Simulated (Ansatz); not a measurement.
The cluster TeAs5⁻, relaxed as a singlet with RKS r2SCAN-D4/def2-SVPD in Ansatz, starting from the GFN2-xTB geometry. Force threshold 0.02 eV/Å.

In the def2 sets Te takes a core potential; there is no spin–orbit coupling. Another isomer (singlet) lies 0.02 eV lower at PBE0-D4/def2-TZVPD; other spin states weren't run for this one.

Start:

```xyz
6

As    0.436   -1.782   -0.627
As    0.343   -0.558    1.807
As   -1.099   -0.612   -1.895
As    0.886    1.490    0.830
As    0.995    0.326   -1.626
Te   -1.561    1.136    1.512
```

Task: Estimate the energy that the relaxation releases and the steps that it takes.

Result: 11.1 kJ/mol, in 6 steps; 58 s on 4 threads of Arm Neoverse V1 on a shared host. No frequencies were taken in this run, so the end may be a saddle point.

Task: Does the start keep its bonding and symmetry?

Result: By distances, no bond broke or formed. The bond that changes most is As2–As4, from 2.33 to 2.41 Å (atoms count from 1). Point group Cs at the start, Cs at the end, both within 0.05 Å.

Task: Predict the relaxed structure.

Result: 
Cartesian coordinates in Å:
```
As 0.448 -1.792 -0.599
As 0.355 -0.597 1.823
As -1.163 -0.551 -1.804
As 0.916 1.517 0.815
As 1.016 0.347 -1.618
Te -1.572 1.076 1.382
```
Bond lengths: 6 × As–As 2.36 to 2.70 Å; 2 × As–Te 2.59 Å.
